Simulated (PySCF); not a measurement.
A GIAO shielding run with PySCF 2.14 (density fitting, non-relativistic, gas phase) on SMILES C#C[Si@@H]1CC(=C)[C@H]1C=C, C8H10Si:

```
$ OMP_NUM_THREADS=1 python probes_run.py task.json out

{"job": {"kind": "nmr", "xc": "PBE0", "basis": "pcSseg-1"}, "charge": 0, "multiplicity": 1}
C      0.121989     3.912101     0.707396
C      0.012939     2.865147     0.126332
Si    -0.152039     1.245262    -0.743062
C     -1.816310     0.323878    -0.522020
C     -1.088520    -0.839956     0.111623
C     -1.528329    -2.061192     0.336392
C      0.310555    -0.301409     0.333419
C      1.413055    -1.176771    -0.120818
C      2.579242    -1.304876     0.490431
H      0.217169     4.829599     1.213636
H      0.407671     1.307221    -2.093089
H     -2.509438     0.794430     0.176049
H     -2.389478     0.048567    -1.406052
H     -0.893116    -2.819891     0.763598
H     -2.541147    -2.351031     0.106277
H      0.464541    -0.031146     1.381861
H      1.219948    -1.718939    -1.038724
H      3.363129    -1.933984     0.103682
H      2.798334    -0.777759     1.405493
```

Hardware: 1 thread of an Arm Neoverse N1, shared host. The job also computes population analyses, field gradients, ring-centre shieldings.

Problem. How large is the calculation?

Solution. 72 electrons, 210 basis functions and 1105 auxiliary functions.

Problem. How long does it take, and how much memory does it need?

Solution. 58 s of wall time, with 14 SCF cycles and 5 response iterations; peak memory 0.95 GiB. Times on a shared host scatter by some tens of per cent.
